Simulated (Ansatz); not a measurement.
One change: `N=C[SiH2][GaH2]` becomes `C[SiH2]C=N`.

Ansatz, PBE0-D4/def2-TZVP geometries, multiplicity 1. Each molecule was computed in one conformer, which needn't be the lowest. `N=C[SiH2][GaH2]` holds a close contact that its SMILES doesn't draw: Ga···N 2.14 Å.

Scalar relativity is left out up to krypton.

| property | `N=C[SiH2][GaH2]` |
| --- | --- |
| size of the dipole moment (B3LYP/def2-TZVPP) / D | 3.45 |
| HOMO–LUMO gap (ωB97M-V/def2-TZVPP) / eV | 9.38 |
| ideal-gas entropy at 298 K and 1 bar (rigid rotor, harmonic PBE0-D4/def2-TZVP) / J/(mol·K) | 330 |
| HOMO–LUMO gap (B3LYP/def2-TZVPP) / eV | 4.67 |
| HOMO energy (ωB97M-V/def2-TZVPP) / eV | -8.90 |
| LUMO energy (PBE0/def2-TZVPP) / eV | -1.79 |

(1) What does the change do to each property? (Estimate.)

## Answers

(1) Ansatz gave: 
```
                                                                                  property  `C[SiH2]C=N`  shift
                                          size of the dipole moment (B3LYP/def2-TZVPP) / D          2.36  -1.09
                                                   HOMO–LUMO gap (ωB97M-V/def2-TZVPP) / eV         10.71   1.33
ideal-gas entropy at 298 K and 1 bar (rigid rotor, harmonic PBE0-D4/def2-TZVP) / J/(mol·K)           324     -6
                                                     HOMO–LUMO gap (B3LYP/def2-TZVPP) / eV          5.79   1.12
                                                     HOMO energy (ωB97M-V/def2-TZVPP) / eV         -9.46  -0.56
                                                        LUMO energy (PBE0/def2-TZVPP) / eV         -0.90   0.89
```

With PBE0 the HOMO falls by 0.25 eV and the LUMO rises by 0.89 eV, so the gap widens by about 1.14 eV. PBE moves the HOMO by 0.14 eV and ωB97M-V by -0.56 eV. The zero-point energy changes by 57.9 kJ/mol with +3 modes. Dipoles are sizes alone; their direction can turn.

Positive LUMOs are unbound, so they and the gaps depend on the basis.

B3LYP here is the variant with VWN-RPA as its local correlation; programs differ in this.
